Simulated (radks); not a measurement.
Removal energies from the chlorine ion Cl11+, [He] 2s2 2p2, by Delta-SCF beside the eigenvalue of the level emptied. Calculated with a radial shooting solver on a logarithmic mesh with Libxc functionals: scalar-relativistic Kohn-Sham, LDA (Slater exchange, Perdew-Wang correlation), spin-polarised, spherical densities, finite nucleus; Fermi nuclear charge, rms radius of each element as measured or else 0.836 A^(1/3) + 0.57 fm. Open shells are filled with parallel spins first.

| removed from | final configuration | Delta-SCF (eV) | -eigenvalue (eV) |
|---|---|---|---|
| 2p | [He] 2s2 2p1 | 592.81 | 561.86 |
| 2s | [He] 2s1 2p2 | 616.59 | 593.68 |
| 1s | 1s1 2s2 2p2 | 3281.0 | 3186.1 |
